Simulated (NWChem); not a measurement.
ZnGeH₄S; SMILES [Zn]([SH])[GeH3]

```xyz
7

Zn     0.0069     0.5678    -0.0012
S     -0.0643     2.7560     0.0010
H      1.2766     2.9379     0.0026
Ge    -0.0123    -1.7801     0.0003
H      0.5434    -2.3806    -1.3168
H      0.8384    -2.3776     1.1510
H     -1.4448    -2.3487     0.1729
```
Atoms are numbered in this order, from 1.

All runs: NWChem. Medium grid unless said otherwise, to which SCAN and Minnesota functionals are sensitive. Structure relaxed at the B3LYP/6-31G* (spherical d) level.

Q: Order these by “highest occupied level (eV)”, lowest first: OLYP/def2-SVP; B3LYP/def2-SVP; Hartree-Fock/def2-SVP; M06-2X/def2-SVP.

A: Hartree-Fock/def2-SVP (-9.75), M06-2X/def2-SVP (-8.12), B3LYP/def2-SVP (-6.65), OLYP/def2-SVP (-5.54)
